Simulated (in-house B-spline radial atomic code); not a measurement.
Configurations of Sn⁴⁺, with energies counted from [Kr] 4d10. Level of theory: scalar-relativistic (X2C) CAM-B3LYP, spin-polarised, spherical fractional occupations, exact exchange averaged over the configuration, Fermi nucleus of rms radius 4.6519 fm; calculated with an all-electron radial atomic-structure program (B-spline basis). Shells without spins written out take the highest spin.

Occupations are held fixed; configurations that lie above the ionisation limit could autoionise.

```tsv
configuration	E - E(ref) (eV)	highest orbital	its <r> (bohr)
[Kr] 4d9 5d1	46.763	5d up	2.952
[Ar] 3d10 4s2 4p5 4d10 5p1	99.664	5p up	2.261
[Ar] 3d10 4s2 4p5 4d10 5d1	113.82	5d up	2.941
[Ar] 3d10 4s2 4p5 4d10 4f1	118.48	4f up	2.494
[Ar] 3d9 4s2 4p6 4d10 5d1	509.24	5d up	2.915
[Ar] 3d9 4s2 4p6 4d10 5f1	522.88	5f up	4.734
```

Order these further configurations by energy, lowest first.
A. [Ar] 3d9 4s2 4p6 4d10 5s1
B. [Ar] 3d10 4s2 4p5 4d10 5s1
C. [Kr] 4d9 4f1
D. [Ar] 3d10 4s2 4p5 4d10 5f1
E. [Kr] 4d9 5s1

E (22.183 eV), C (51.481 eV), B (89.165 eV), D (127.24 eV), A (484.55 eV).

How far above the reference does [Ar] 3d9 4s2 4p6 4d10 5p1 lie?

495.07 eV; its least bound orbital is 5p up with <r> = 2.247 bohr.
